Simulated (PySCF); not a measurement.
Structure problem from calculated spectra and properties.

Elements present: C, Cl, H, O and S. Monoisotopic mass: 153.9855 u.

| Item | Value |
| --- | --- |
| Rotational structure | rotational constants A, B, C: 2.951, 1.031, 0.924 GHz [GFN2-xTB] |
| UV, first state | lowest singlet excitation: 5.95 eV (208 nm, f = 0.005) [TDDFT wB97X-D/def2-SVPD] |
| Polarisability | 86.6 au [wB97X-D/def2-SVPD] |
| NMR, other nuclei | isotropic shieldings of nuclei other than C and H, by class: 15 (2 O), 161 (1 S), 319 (1 Cl) ppm [GIAO PBE0/pcSseg-1] |
| Dipole | 4.29 D [wB97X-D/def2-SVPD] |
| UV, strongest line | among the 8 lowest singlet transitions: S7 at 7.62 eV (163 nm, f = 0.194) [TDDFT wB97X-D/def2-SVPD] |
| 13C NMR | chemical shifts (computed TMS as zero) by class: 142.8 (1 C), 123.7 (1 C), 74.2 (1 C), 31.8 (1 C) ppm [GIAO PBE0/pcSseg-1] |

Electronic properties: PySCF, gas phase, density fitting. Levels stand in brackets. The structure is a single GFN2-xTB conformer in the gas phase; no vibrational or solvent corrections. Each NMR value is the plain mean over a class of atoms that symmetry, rotation or inversion makes alike.

Problem. Which formula fits the mass and the elements?

Solution. C4H7ClO2S (calculated 153.9855). No other formula that holds each of these elements comes within 0.0003 u with a fitting electron parity and a possible valence count.

Problem. Give a SMILES that accounts for the data.

Solution. Numbering: `[CH2:1]=[CH:2][CH2:3][CH2:4][S:5](=[O:6])(=[O:7])[Cl:8]`. 4 carbons fall into 4 classes; from least to most shielded: alkene CH carbon [C2] (142.8 ppm), terminal =CH2 carbon [C1] (123.7 ppm), sp3 carbon bound to sulfur [C4] (74.2 ppm), allylic carbon [C3] (31.8 ppm). The other shieldings belong to: 15 ppm, sulfonyl oxygen [O6/O7]; 161 ppm, sulfonyl sulfur [S5]; 319 ppm, chlorine bonded to S [Cl8]. The optimised geometry has point group C1 and is an asymmetric top. Structure: `C=CCCS(=O)(=O)Cl`. Computed isomers that give other values at the same levels: `O=S(=O)(Cl)C1CCC1` (13C chemical shifts (computed TMS as zero) by class: 76.5 (1 C), 24.3 (2 C), 19.7 (1 C) ppm). The assignments are read from this structure; whether some other isomer fits the data as well wasn't checked.

Conformer computed: `[CH2:1]=[CH:2][CH2:3][CH2:4][S:5](=[O:6])(=[O:7])[Cl:8]`: C1–C2–C3–C4 3°, C2–C3–C4–S5 -65°, C3–C4–S5–O6 125°.
